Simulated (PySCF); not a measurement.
Diagnose this run.

A core-ionisation job on C2H4N2Si, SMILES `C=N[SiH2]C#N`. Level of theory: PySCF 2.14.0, delta-SCF UKS HF, pcX-2 on the ionised atom, pcseg-1 elsewhere, spin-free X2C.

Driver input (Å, PBE0-D3(BJ)/def2-SVP geometry):

```
{"job": {"kind": "xps", "xc": "HF"}, "charge": 0, "multiplicity": 1}
C     -1.8474    -0.2146    -0.4090
N     -0.6633     0.0351    -0.7696
Si     0.5318     0.8551     0.2023
C      1.9173    -0.3544     0.4756
N      2.7830    -1.1016     0.6666
H     -2.5375    -0.7406    -1.0939
H     -2.2789     0.0582     0.5784
H      1.0870     2.0027    -0.5570
H      0.0495     1.2763     1.5539
```

Output:

```
ground state, core basis on atom 0 (C), 125 functions
  cycle   1  E = -476.37502607  |g| = 5.47e-01
  cycle   2  E = -476.44178913  |g| = 4.02e-01
  cycle   3  E = -476.47542259  |g| = 8.10e-02
  cycle   4  E = -476.47777556  |g| = 3.14e-02
  cycle   5  E = -476.47807518  |g| = 1.06e-02
  cycle   6  E = -476.47811320  |g| = 3.68e-03
  cycle   7  E = -476.47812239  |g| = 1.54e-03
  cycle   8  E = -476.47812377  |g| = 4.84e-04
  E(ground) = -476.47812377 Eh
hole in C 1s of atom 0
  cycle   1  E = -465.14697968  |g| = 1.48e+00
  cycle   2  E = -465.44333438  |g| = 8.86e-01
  cycle   3  E = -465.69077622  |g| = 1.75e-01
  cycle   4  E = -465.70453749  |g| = 6.38e-02
  cycle   5  E = -465.70714537  |g| = 2.93e-02
  cycle   6  E = -465.70913344  |g| = 2.52e-02
  cycle   7  E = -465.71073978  |g| = 2.25e-02
  cycle   8  E = -465.71299186  |g| = 2.13e-02
  cycle   9  E = -465.71866234  |g| = 1.20e-02
  cycle  10  E = -465.71950139  |g| = 3.47e-03
  cycle  11  E = -465.71951534  |g| = 1.92e-03
  cycle  12  E = -465.71952324  |g| = 6.81e-04
  cycle  13  E = -465.71952379  |g| = 4.33e-04
  E(ion) = -465.71952379 Eh   <S^2> = 1.1628   hole on atom = 1.000   binding energy = 292.756 eV
ground state, core basis on atom 1 (N), 125 functions
  cycle   1  E = -476.49227237  |g| = 3.35e-02
  cycle   2  E = -476.49238190  |g| = 9.61e-03
  cycle   3  E = -476.49239565  |g| = 5.68e-03
  cycle   4  E = -476.49240238  |g| = 5.92e-04
  cycle   5  E = -476.49240251  |g| = 3.62e-04
  E(ground) = -476.49240251 Eh
hole in N 1s of atom 1
  cycle   1  E = -460.90961582  |g| = 1.84e+00
  cycle   2  E = -461.27408671  |g| = 1.12e+00
  cycle   3  E = -461.61506752  |g| = 1.36e-01
  cycle   4  E = -461.62240679  |g| = 3.99e-02
  cycle   5  E = -461.62340415  |g| = 2.22e-02
  cycle   6  E = -461.62402168  |g| = 1.46e-02
  cycle   7  E = -461.62448583  |g| = 8.00e-03
  cycle   8  E = -461.62472783  |g| = 4.76e-03
  cycle   9  E = -461.62483424  |g| = 1.71e-03
  cycle  10  E = -461.62484839  |g| = 4.59e-04
  E(ion) = -461.62484839 Eh   <S^2> = 0.8149   hole on atom = 1.000   binding energy = 404.567 eV
ground state, core basis on atom 2 (Si), 136 functions
  cycle   1  E = -476.54896343  |g| = 7.59e-02
  cycle   2  E = -476.54923720  |g| = 1.53e-02
  cycle   3  E = -476.54926901  |g| = 9.14e-03
  cycle   4  E = -476.54928679  |g| = 1.15e-03
  cycle   5  E = -476.54928729  |g| = 5.22e-04
  cycle   6  E = -476.54928739  |g| = 1.97e-04
  E(ground) = -476.54928739 Eh
hole in Si 1s of atom 2
  cycle   1  E = -407.54941880  |g| = 4.32e+00
  cycle   2  E = -408.46954613  |g| = 1.02e+00
  cycle   3  E = -408.57789503  |g| = 1.85e-01
  cycle   4  E = -408.58758229  |g| = 1.06e-01
  cycle   5  E = -408.59253238  |g| = 1.28e-02
  cycle   6  E = -408.59264571  |g| = 4.68e-03
  cycle   7  E = -408.59268397  |g| = 2.19e-03
  cycle   8  E = -408.59269604  |g| = 1.26e-03
  cycle   9  E = -408.59270039  |g| = 9.30e-04
  cycle  10  E = -408.59270313  |g| = 7.80e-04
  cycle  11  E = -408.59270604  |g| = 7.15e-04
  cycle  12  E = -408.59270884  |g| = 6.85e-04
  cycle  13  E = -408.59271401  |g| = 6.49e-04
  cycle  14  E = -408.59272246  |g| = 6.04e-04
  cycle  15  E = -408.59273213  |g| = 5.60e-04
  cycle  16  E = -408.59273831  |g| = 5.35e-04
  cycle  17  E = -408.59274362  |g| = 5.05e-04
  cycle  18  E = -408.59275483  |g| = 4.31e-04
  E(ion) = -408.59275483 Eh   <S^2> = 0.7620   hole on atom = 1.000   binding energy = 1849.191 eV
hole in Si 2p of atom 2
  cycle   1  E = -472.26333293  |g| = 1.21e+00
  cycle   2  E = -472.52860271  |g| = 4.39e-01
  cycle   3  E = -472.57212671  |g| = 1.22e-01
  cycle   4  E = -472.57800973  |g| = 3.96e-02
  cycle   5  E = -472.57884477  |g| = 9.66e-03
  cycle   6  E = -472.57894793  |g| = 4.70e-03
  cycle   7  E = -472.57900069  |g| = 2.42e-03
  cycle   8  E = -472.57901883  |g| = 1.84e-03
  cycle   9  E = -472.57903068  |g| = 1.72e-03
  cycle  10  E = -472.57904525  |g| = 1.66e-03
  cycle  11  E = -472.57906171  |g| = 1.63e-03
  cycle  12  E = -472.57909051  |g| = 1.58e-03
  cycle  13  E = -472.57916017  |g| = 1.46e-03
  cycle  14  E = -472.57927359  |g| = 1.17e-03
  cycle  15  E = -472.57933760  |g| = 7.01e-04
  cycle  16  E = -472.57934747  |g| = 5.16e-04
  cycle  17  E = -472.57935135  |g| = 3.84e-04
  E(ion) = -472.57935135 Eh   <S^2> = 0.8176   hole on atom = 1.002   binding energy = 108.027 eV
  2p3/2 = 107.813 eV   2p1/2 = 108.408 eV
ground state, core basis on atom 3 (C), 125 functions
  cycle   1  E = -476.48204256  |g| = 3.20e-02
  cycle   2  E = -476.48217659  |g| = 9.45e-03
  cycle   3  E = -476.48218773  |g| = 6.99e-03
  cycle   4  E = -476.48219866  |g| = 7.41e-04
  cycle   5  E = -476.48219891  |g| = 2.93e-04
  E(ground) = -476.48219891 Eh
hole in C 1s of atom 3
  cycle   1  E = -465.22092671  |g| = 1.48e+00
  cycle   2  E = -465.42601062  |g| = 9.71e-01
  cycle   3  E = -465.71545543  |g| = 3.07e-01
  cycle   4  E = -465.75190076  |g| = 5.49e-02
  cycle   5  E = -465.75441335  |g| = 2.88e-02
  cycle   6  E = -465.75677032  |g| = 2.80e-02
  cycle   7  E = -465.75856880  |g| = 2.78e-02
  cycle   8  E = -465.76094030  |g| = 2.74e-02
  cycle   9  E = -465.74898154  |g| = 1.01e-01
  cycle  10  E = -465.77197370  |g| = 8.24e-03
  cycle  11  E = -465.77242809  |g| = 1.59e-03
  cycle  12  E = -465.77243242  |g| = 1.01e-03
  cycle  13  E = -465.77243777  |g| = 1.65e-04
  E(ion) = -465.77243777 Eh   <S^2> = 1.3377   hole on atom = 1.000   binding energy = 291.427 eV
ground state, core basis on atom 4 (N), 125 functions
  cycle   1  E = -476.48907478  |g| = 3.05e-02
  cycle   2  E = -476.48912723  |g| = 1.54e-02
  cycle   3  E = -476.48916823  |g| = 6.54e-03
  cycle   4  E = -476.48917707  |g| = 3.15e-04
  E(ground) = -476.48917707 Eh
hole in N 1s of atom 4
  cycle   1  E = -460.89596435  |g| = 1.82e+00
  cycle   2  E = -461.15043890  |g| = 1.24e+00
  cycle   3  E = -461.57327945  |g| = 2.26e-01
  cycle   4  E = -461.59295485  |g| = 5.59e-02
  cycle   5  E = -461.59522024  |g| = 2.80e-02
  cycle   6  E = -461.59736152  |g| = 2.32e-02
  cycle   7  E = -461.59931944  |g| = 1.93e-02
  cycle   8  E = -461.60207012  |g| = 1.27e-02
  cycle   9  E = -461.60250142  |g| = 3.10e-03
  cycle  10  E = -461.60250962  |g| = 1.41e-03
  cycle  11  E = -461.60251234  |g| = 4.80e-04
  E(ion) = -461.60251234 Eh   <S^2> = 1.0234   hole on atom = 1.000   binding energy = 405.087 eV
```

The program numbers atoms from 0. The 2p3/2 and 2p1/2 values come from a spin–orbit splitting computed afterwards; their 2:1 mean is the average over the three 2p orbitals and can differ from the one hole solved.

Q: Do all binding energies of this run deserve the same trust?

A: No. Every hole passed the driver's convergence checks (|g| < 5e-4, core orbital emptied to over 0.9), but ⟨S²⟩ is 1.338 for C1s on atom 3, 1.163 for C1s on atom 0 and 1.023 for N1s on atom 4, against 0.75 for a pure doublet, so the unrestricted ion state holds higher spin components.

Q: How can it be mended?

A: Recompute such holes with a restricted open-shell or spin-projected scheme and compare; until then these binding energies are doubtful.

Hardware: Arm Neoverse N1, one thread, on a shared host. Cost: 29 s of wall time, 0.48 GiB resident at most.
